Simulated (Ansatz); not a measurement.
A nudged elastic band was laid between two geometries of GeH4O4 + H2 (11 atoms, charge 0, multiplicity 1).

Theory: Ansatz, RHF/def2-SVP.

- movable images: 7
- climbing image: yes
- spring: 5.0 eV/Å²
- optimiser: quadratic models (default)
- start path: through a guess of the saddle point
- force threshold: 0.05 eV/Å
- iteration limit: 60
- end points: relaxed

First end point:

```xyz
11
Properties=species:S:1:pos:R:3
Ge -0.379 -0.463 0.012
O -0.409 -0.564 1.744
H -0.423 0.253 2.220
O 1.192 -0.166 -0.668
H 1.728 -0.923 -0.848
O -1.381 0.881 -0.440
H -1.192 1.292 -1.270
O -0.911 -2.004 -0.584
H -1.551 -2.465 -0.063
H 1.343 2.692 1.911
H 1.703 2.135 1.568
```

Last end point:

```xyz
11
Properties=species:S:1:pos:R:3
Ge 0.692 0.063 -0.262
O -0.993 0.197 2.401
H -1.291 0.773 1.706
O 1.091 -0.212 -1.941
H 1.046 -1.112 -2.229
O -0.657 1.203 -0.238
H -1.153 1.260 -1.042
O 0.189 -1.492 0.340
H -0.221 -1.455 1.196
H 1.834 0.693 0.507
H -0.817 0.750 3.146
```

Which bonds break or form, and what moves?

Bonds broken: Ge1–O2, H10–H11. Bonds formed: Ge1–H10, O2–H11. GeH4O4 + H2 becomes GeH4O3 + H2O.

Give the energies along the band, and the barrier.

It converged. The highest image is number 4 of 0 to 8, 2.57 eV above the first end and 2.78 eV above the last; the last end lies 0.21 eV below the first. A structure lower than the first end lies on the path between it and the top, so the climb from that side starts below the end, which may itself be a saddle point or a shallow side well. Neighbouring images differ by up to 2.2 eV, so the band resolves the path poorly. A vibrational analysis at the climbing image gives one clearly imaginary mode, 1803i cm⁻¹: a first-order saddle point. The orbitals stay closed-shell, which can raise the energy where a bond breaks towards radicals; this wasn't checked here.

```tsv
image	path coordinate (Å)	energy (eV)	Ge1–O2 (Å)	H10–H11 (Å)	Ge1–H10 (Å)
0	0.00	0.00	1.74	0.75	4.06
1	1.54	-0.01	1.74	0.75	3.70
2	3.07	0.01	1.74	0.75	3.70
3	4.61	0.32	1.75	0.74	2.97
4	6.14	2.57	1.95	0.97	1.84
5	6.97	0.48	2.37	1.68	1.55
6	7.81	-0.05	2.77	2.33	1.52
7	8.64	-0.18	2.95	2.99	1.51
8	9.47	-0.21	3.15	3.74	1.51
```

What is the geometry of the highest image?


```xyz
11
Properties=species:S:1:pos:R:3:forces:R:3
Ge 0.005 0.007 0.083 0.00 0.00 0.00
O -0.582 0.179 1.934 0.00 0.00 0.00
H -1.279 0.804 2.099 0.00 0.00 0.00
O 1.099 0.255 -1.270 0.00 0.00 0.00
H 1.724 -0.436 -1.430 0.00 0.00 0.00
O -1.267 1.095 -0.406 0.00 0.00 -0.01
H -1.188 1.389 -1.302 0.00 0.00 0.00
O -0.156 -1.724 0.077 0.00 0.00 0.00
H -0.618 -2.076 0.824 0.00 0.00 0.00
H 1.362 0.610 1.178 0.00 0.00 0.00
H 0.620 0.564 1.797 0.00 0.00 0.00
```

The band took 29 iterations and of the order of 12 core-minutes.

Time of the run: 6.3 min on 2 threads of Arm Neoverse V1 (shared host), peak memory 0.3 GiB.
